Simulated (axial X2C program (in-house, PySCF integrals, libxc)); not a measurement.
# Potential curves of InSi, 2c

Computed with an in-house relativistic program for diatomic molecules. Two-component (2c) means X2C with spin–orbit coupling and atomic mean-field two-electron Coulomb and Gaunt terms. Basis: In dyall-cv3z [11s12p9d4f1g], Si dyall-v3z [8s7p2d1f] (cores contracted in-house); Gaussian nuclei, density fitting, unrestricted open shells. Masses: In 114.904 u, Si 27.977 u.

State: Ω = 3/2 (⟨Sz⟩ = 1.49, ⟨Lz⟩ = 0.01 at HF). Energies in kJ/mol from the fragments at the same level (In + Si). Fits are polynomials in 1 − R0/R over 0.85 to 1.23 times the lowest point R0.

```json
{"R (Å)": "2.2768", "HF": "-55.98", "MP2": "-155.93", "CCSD": ""}
{"R (Å)": "2.3815", "HF": "-89.66", "MP2": "-182.43", "CCSD": "-166.03"}
{"R (Å)": "2.4600", "HF": "-105.58", "MP2": "-193.29", "CCSD": "-178.42"}
{"R (Å)": "2.5385", "HF": "-115.44", "MP2": "-198.45", "CCSD": "-184.98"}
{"R (Å)": "2.6170", "HF": "-120.57", "MP2": "-199.29", "CCSD": "-187.08"}
{"R (Å)": "2.7086", "HF": "-122.00", "MP2": "-196.15", "CCSD": "-185.31"}
{"R (Å)": "2.8002", "HF": "-119.75", "MP2": "-189.78", "CCSD": "-180.20"}
{"R (Å)": "2.9180", "HF": "-113.10", "MP2": "-178.28", "CCSD": "-170.27"}
{"R (Å)": "3.0619", "HF": "-101.35", "MP2": "-161.12", "CCSD": ""}
{"R (Å)": "3.2713", "HF": "-81.04", "MP2": "-133.18", "CCSD": ""}
```

Correlated methods: 17 electrons correlated (number of frozen shells: In 4 s, 3 p, 1 d; Si 2 s, 1 p), 231 virtual spin orbitals or spinors in MP2, 110 natural virtuals in coupled cluster.

The state is one determinant whose occupation by symmetry is held fixed; it was picked as the lowest of a PBE0 search that is not exhaustive. De is counted from the lowest determinant-based energies of the atoms at the same level, without counterpoise correction. CCSD ran in a truncated set of natural virtual spinors with an MP2 remainder; without triples it tends to underbind. A 2c atom that is not at its ground J level misses part of its spin–orbit lowering, and De is too large by that part (0.04 eV or less for light atoms). This holds for MP2, CCSD. PBE0 can misorder states that lie within some tenths of an eV, so this need not be the ground state of the molecule. The nearest other 2c determinant of the search, Ω = 1/2, lies 0.32 eV up at the distance of the search. With several unpaired electrons one determinant need not be a pure state. This is the top spin component of a Σ state; components of lower Ω are not single determinants and can lie lower. Coupled cluster ran on the points near the minimum only. MP2 and coupled cluster on one determinant become unreliable at the stretched end.

(1) What are Re, ωe and De at the HF level?

(2) Fit the MP2 curve near its minimum: give the equilibrium distance, the harmonic wavenumber and the well depth.

(3) Fit the CCSD curve near its minimum: give the equilibrium distance, the harmonic wavenumber and the well depth.

Results:

(1) At HF, 2c: Re = 2.694 Å, ωe ≈ 239 cm⁻¹, De = 1.26 eV to In + Si; Be follows as 0.103 cm⁻¹.

(2) At MP2, 2c: Re = 2.595 Å, ωe ≈ 268 cm⁻¹, De = 2.07 eV to In + Si; Be follows as 0.111 cm⁻¹.

(3) At CCSD, 2c: Re = 2.623 Å, ωe ≈ 259 cm⁻¹, De = 1.94 eV to In + Si; Be follows as 0.109 cm⁻¹.
